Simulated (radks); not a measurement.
Values are calculated unless marked as measured or tabulated.
Q: Ionisation of neutral argon, [Ar], to [Ne] 3s2 3p5 as the strength of local exchange is varied. Level of theory: scalar-relativistic Kohn-Sham, Slater X-alpha exchange (alpha = 2/3 is LDA exchange), no correlation, spin-polarised, spherical densities, point nucleus (a radial shooting solver on a logarithmic mesh with Libxc functionals).

alpha  E(Ar) (hartree)  exchange (hartree)  IE (eV)  -e of the level emptied (eV)  <r> of it (bohr)
0.606       -523.85241           -25.24333   13.643                    8.306 (3p)             1.706
0.667       -526.39959           -27.90307   14.475                    9.072 (3p)             1.681
0.788       -531.48429           -33.24259   16.192                   10.667 (3p)             1.635
0.97        -539.21255           -41.43278   18.934                   13.250 (3p)             1.572
0.989       -540.02488           -42.29877   19.231                   13.533 (3p)             1.566
1.015       -541.13820           -43.48717   19.641                   13.922 (3p)             1.558
x           -531.90642           -33.68765   16.338                   10.803 (3p)             1.631

Which alpha was used in the last row?

A: alpha = 0.798. NIST Atomic Spectra Database: 15.760 eV (measured). The Delta-SCF value meets it near alpha = 0.76. Open shells are spherical and high-spin; term and fine-structure splittings are not resolved.
